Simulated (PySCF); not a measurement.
**PBE0 on Cr⁺ (chromium, charge +1)**

Configuration: [Ar] 3d4 4s1, high-spin 6D determinant (an excited configuration). All numbers are calculated (PySCF 2.14, the spin-free X2C one-electron Hamiltonian (Gaussian nucleus), in aug-cc-pVDZ-DK (7s6p4d2f, 59 functions)).

| Quantity | Value |
| --- | --- |
| Total energy | -1050.258 hartree |
| One-electron energy | -1436.176 hartree |
| Hartree (Coulomb) energy | 434.583 hartree |
| Exchange-correlation energy | -48.665 hartree |
| ⟨S²⟩ | 8.7503 |
| ⟨L²⟩ | 6.006 |
| Sum of ⟨r⟩ | 17.71 bohr |
| Sum of ⟨r²⟩ | 26.75 bohr² |
| Traceless quadrupole moment −½Σ⟨3z² − r²⟩ along its main axis | -0.474 e·bohr² |
| Langevin diamagnetic susceptibility | -21.2 ×10⁻⁶ cm³/mol |

```tsv
shell	electrons	mean orbital energy (hartree)	spread (hartree)	rms radius, mean of both spins (bohr)
1s α	1	-217.92894	0	0.0734
1s β	1	-217.92624	0	0.0734
2s α	1	-25.52264	0	0.317
2s β	1	-25.45830	0	0.317
2p α	3	-21.49448	0.01373	0.288
2p β	3	-21.43974	0.02810	0.288
3s α	1	-3.41219	0	0.964
3s β	1	-3.22571	0	0.964
3p α	3	-2.30403	0.00791	1.04
3p β	3	-2.10404	0.06357	1.04
3d α	4	-0.63585	0.04273	1.41
4s α	1	-0.46693	0	3.11
```

Densities and radii are taken from the X2C orbitals without a picture-change correction, which distorts them close to the nucleus.
